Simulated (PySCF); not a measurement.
Species: C7H13 (charge +1).
Geometry (GFN2-xTB, Å), atoms numbered from 1 in this order:
```
atom  x, y, z in Å
C1     2.618   -0.643   -0.493
C2     1.854    0.094    0.301
C3     1.013    1.243   -0.164
C4    -0.443    1.124    0.314
C5    -1.177   -0.071   -0.082
C6    -0.673   -0.905   -1.144
C7    -2.382   -0.453    0.639
H8     2.693   -0.453   -1.553
H9     3.241   -1.431   -0.108
H10    1.820   -0.105    1.364
H11    1.420    2.164    0.259
H12    1.065    1.333   -1.250
H13   -1.004    1.980   -0.091
H14   -0.514    1.253    1.401
H15   -1.312   -1.749   -1.387
H16   -0.452   -0.320   -2.041
H17    0.334   -1.254   -0.837
H18   -2.209   -1.407    1.150
H19   -2.704    0.283    1.371
H20   -3.193   -0.671   -0.061
```

Level of theory: TDDFT PBE0/def2-SVPD, vertical, gas phase, core orbitals frozen in the response in PySCF.

Frontier orbitals with the atoms that hold most of them (Löwdin shares over 4%, at most four atoms; ? is withheld):

```
orbital  ε (eV)                            atoms
 LUMO+2   -3.43     C7 14%, C6 12%, C4 9%, C5 9%
 LUMO+1   -3.95     C1 31%, C2 27%, H8 5%, C3 5%
   LUMO       ?                                ?
   HOMO  -11.62                                ?
 HOMO-1  -13.76  C2 23%, C1 22%, C3 16%, H10 10%
 HOMO-2  -14.55  C3 27%, C4 15%, H12 13%, C2 10%
 HOMO-3  -15.40   C4 16%, C3 16%, C7 13%, C5 11%
```

Q: Give the leading atoms of the LUMO.

A: C5 (bonded to 3 C) 49%; C6 (bonded to C and 3 H) 9%; C4 (bonded to 2 C and 2 H) 9%; C7 (bonded to C and 3 H) 8%.

Q: Give the leading atoms of the HOMO.

A: C1 (bonded to C and 2 H) 37%; C2 (bonded to 2 C and H) 36%; C3 (bonded to 2 C and 2 H) 6%.

Q: What is the LUMO energy, and the HOMO–LUMO gap?

A: ε(LUMO) = -8.11 eV; the gap is 3.51 eV (0.1292 hartree).

Q: The HOMO–LUMO gap is 3.51 eV. Where does the response calculation put the lowest singlet, and from which orbitals?

A: S1 is at 2.56 eV (f = 0.033), 0.95 eV below the gap, made of HOMO→LUMO (100%). 

Q: Give energy, strength and leading configuration of S1, S2 and S3, and follow the Löwdin shares of the leading atoms from the occupied to the empty orbital.

A: 
- S1 (2.56 eV, f 0.033), HOMO→LUMO (100%): C1 37% → at most 9%, C2 36% → at most 9%, C5 at most 4% → 49%, C6 at most 4% → 9%
- S2 (4.60 eV, f 0.013), HOMO-1→LUMO (99%): C2 23% → at most 9%, C1 22% → at most 9%, C5 at most 11% → 49%, C6 at most 11% → 9%
- S3 (5.08 eV, f 0.0017), HOMO-2→LUMO (95%): C3 27% → at most 9%, C4 15% → 9%, C5 at most 11% → 49%, C6 at most 11% → 9%

The run took 52 s of wall time on one thread of an Arm Neoverse V1, shared host with 64 logical CPUs at a one-minute load of 58, and the process peaked at 0.95 GiB of memory.

One conformer stands for the species.
